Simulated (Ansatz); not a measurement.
CHClI, SMILES `Cl[CH]I` radical, relaxed with UKS PBE0-D4/def2-TZVP in the Gaussian-basis code of Ansatz from a PBE-D4/def2-SVP geometry. The force threshold is 0.005 eV/Å; the program also tests the step.

Total charge 0; spin multiplicity 2. I: def2 effective core potential.

Start:

```xyz
4

Cl    1.137   -0.369    1.198
C     0.107   -0.177   -0.149
I    -1.834    0.545    0.074
H     0.590    0.000   -1.123
```

```csv
step,energy (eV),largest force (eV/Å),largest move (Å)
1,-21671.0747,0.516,0.000
2,-21671.0924,0.251,0.042
3,-21671.0963,0.170,0.017
4,-21671.0974,0.117,0.059
5,-21671.0987,0.013,0.035
6,-21671.0988,0.015,0.019
7,-21671.0989,0.001,0.010
```

End:

```xyz
4

Cl    1.119   -0.372    1.183
C     0.108   -0.148   -0.148
I    -1.808    0.532    0.075
H     0.581   -0.012   -1.110
```

Hardware: 2 threads of a server CPU on a shared host. Wall time 21 s, peak host memory 0.32 GiB.
